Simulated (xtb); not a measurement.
Si(H)(vinyl)(NH2)2 (C2H8N2Si), SMILES N[SiH](N)C=C. All values are semi-empirical tight-binding results from xtb (GFN2-xTB unless named), good for trends rather than for accurate numbers. Coordinates come from a GFN2-xTB optimisation. Other conformers were not sampled.

Optimised geometry:

Bonds (Å): Si1–N2 1.724, Si1–N3 1.734, Si1–C4 1.890, Si1–H6 1.464, N2–H7 1.007, N2–H8 1.006, N3–H9 1.008, N3–H10 1.007, C4–C5 1.323, C4–H11 1.083, C5–H12 1.081, C5–H13 1.080. Bond angles (°): N2–Si1–N3 112.3, N2–Si1–C4 104.6, N2–Si1–H6 107.8, N3–Si1–C4 115.2, N3–Si1–H6 104.6, C4–Si1–H6 112.3, Si1–N2–H7 119.6, Si1–N2–H8 118.2, H7–N2–H8 110.0, Si1–N3–H9 118.6, Si1–N3–H10 118.1, H9–N3–H10 109.3, Si1–C4–C5 124.8, Si1–C4–H11 117.2, C5–C4–H11 118.0, C4–C5–H12 123.1, C4–C5–H13 121.6, H12–C5–H13 115.3.
Charge 0, spin multiplicity 1.

Computed properties:
```json
{
 "orbital_gap": "4.14 eV",
 "dipole_moment": "1.63 D",
 "zero_point_energy": "62.9 kcal/mol",
 "G − E(el) at 298.15 K (modified RRHO)": "42.9 kcal/mol",
 "static polarisability (D4 model)": "73.2 bohr³",
 "solvation energy, GFN2-xTB/ALPB(water)": "-4.1 kcal/mol",
 "solvation energy, GFN2-xTB/ALPB(dmso)": "-7.3 kcal/mol"
}
```

Computed atomic charges and the Wiberg bond orders between heavy atoms:
charges (e) Si1 0.50, N2 -0.42, N3 -0.42, C4 -0.14, C5 -0.08, H6 -0.09, H7 0.15, H8 0.14, H9 0.15, H10 0.14, H11 0.02, H12 0.02, H13 0.02. Bond orders Si1–N2 1.10, Si1–N3 1.10, Si1–C4 0.86, C4–C5 2.01.
